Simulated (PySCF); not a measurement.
**Run times: praseodymium in ANO-R3**

Measured wall times of calculations with PySCF 2.14 in ANO-R3 (9s7p4d5f3g1h, 123 functions), with the spin-free X2C one-electron Hamiltonian (Gaussian nucleus), run from one Python driver. Hardware: 1 thread of Neoverse-N1 on a shared host, 1.3 GiB allowed. The two-electron integrals over 123 functions were computed once and kept in memory (96 CPU seconds with the set-up); the times below exclude them. Kohn-Sham runs start from converged Hartree-Fock orbitals.

Launch command (the driver calls PySCF for each step listed in the task file):

```bash
OMP_NUM_THREADS=1 python atomrun2.py TASK.json OUT
```

```tsv
species	step	iterations	wall time (s)
Pr [Xe] 4f3 6s1 6p1	UHF with spin-orbit constants	10	6.9
Pr [Xe] 4f3 6s1 6p1	LDA	8	7.4
Pr [Xe] 4f3 6s1 6p1	PBE	7	10
Pr [Xe] 4f3 6s1 6p1	PBE0	10	17
Pr [Xe] 4f3 6s1 6p1	r2SCAN	7	24
Pr [Xe] 4f3 6s1 6p1	MP2 (13 electrons)		3.1
Pr [Xe] 4f3 6s1 6p1	MP2 (31 electrons)		5.2
```

Peak memory of the process: 0.74 GiB. Times on a shared host vary from run to run.
